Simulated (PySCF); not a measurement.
C₃H₆F₂O₃S.
SMILES with atom numbers: `[CH3:1][S:2](=[O:3])(=[O:4])[CH2:5][O:6][CH:7]([F:8])[F:9]` (hydrogens: H10, H11, H12 on C1; H13, H14 on C5; H15 on C7)

Cartesian coordinates in Å at the GFN2-xTB level; atoms count from 1:
```xyz
15
C3H6F2O3S angstrom
C     -1.7084    0.1974    0.8726
S     -0.9682    0.4205   -0.7580
O     -1.9566    0.1914   -1.7715
O     -0.2370    1.6557   -0.7966
C      0.2847   -0.9354   -0.8939
O      1.1102   -0.9399    0.2362
C      1.8943    0.1541    0.4423
F      3.1352   -0.2574    0.7591
F      1.4520    0.8322    1.5241
H     -2.1512   -0.7888    0.9042
H     -2.4692    0.9610    0.9781
H     -0.9402    0.3217    1.6238
H     -0.2339   -1.8903   -0.9144
H      0.8345   -0.7707   -1.8245
H      1.9494    0.8566   -0.4034
```

Vertical excitations from PySCF (density fitting, frozen core in the response, grid level 2 and gas phase unless stated; continuum runs use non-equilibrium linear response for the excitations) on a GFN2-xTB geometry. Reference run:

```
                              settings    S1, eV (f)    S2, eV (f)    S3, eV (f)    S4, eV (f)    S5, eV (f)    S6, eV (f)  T1, eV (Tamm–Dancoff)  mean α (au)
PBE0/def2-SVPD, full TDDFT, 6 singlets  7.45 (0.031)  7.70 (0.030)  8.11 (0.011)  8.30 (0.008)  8.32 (0.003)  8.46 (0.102)                   6.89         69.4
```

What do these settings give: HF/6-31G, grid level 3, energy threshold 1e-11 Eh, CIS, 12 singlets?

```tsv
settings	S1, eV (f)	S2, eV (f)	S3, eV (f)	S4, eV (f)	S5, eV (f)	S6, eV (f)	T1, eV (Tamm–Dancoff)	mean α (au)
HF/6-31G, grid level 3, energy threshold 1e-11 Eh, CIS, 12 singlets	9.51 (0.078)	9.99 (0.539)	10.02 (0.007)	10.10 (0.006)	10.37 (0.063)	10.79 (0.024)	7.65	51.8
```

S1 moves by +2.06 eV; functional, basis and response scheme change together, so the shift can't be laid on one. States are counted by energy in each run and needn't keep their character from row to row.

Give the leading configurations of S1 (H = HOMO, L = LUMO) and the HOMO–LUMO gap of each run.

```tsv
settings	S1 configurations (weight)	S1 (eV)	orbital gap (eV)	S1 − gap (eV)
PBE0/def2-SVPD, full TDDFT, 6 singlets	H→L+1 0.61, H→L 0.33	7.45	8.76	-1.31
HF/6-31G, grid level 3, energy threshold 1e-11 Eh, CIS, 12 singlets	H→L 0.47, H→L+2 0.27	9.51	16.27	-6.76
```

One conformer stands for the species.
